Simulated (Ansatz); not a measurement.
Basis-set extrapolation for C₂H₈N₂Si (`C1NC[SiH2]N1`) (PBE0-D4/def2-TZVP geometry, frozen core, Ansatz 0.2.0). Multiplicity 1, RHF reference.

```tsv
	def2-TZVPP	def2-QZVPP
HF	-478.311752	-478.330148
MP2 correlation	-0.881594	-0.942120
CCSD(T) correlation	-0.963636	not run
```

Energies in hartree. Use E(X) = E(∞) + A·exp(−7.88·√X) for Hartree–Fock and E(X) = E(∞) + B·X^(−2.97) for correlation, with X = 3 and 4, and add CCSD(T) minus MP2 of the smaller set to the MP2 limit.

Question: What is the CCSD(T) energy at the basis-set limit?

Answer: HF limit: -478.330148 + (-0.018396) × 0.13774 = -478.33268. MP2 limit: -0.942120 + (-0.060526) × 0.74074 = -0.98695. Higher-order term: -0.963636 − (-0.881594) = -0.08204. Total: -479.40167 hartree, 3.44 eV below CCSD(T)/def2-TZVPP.
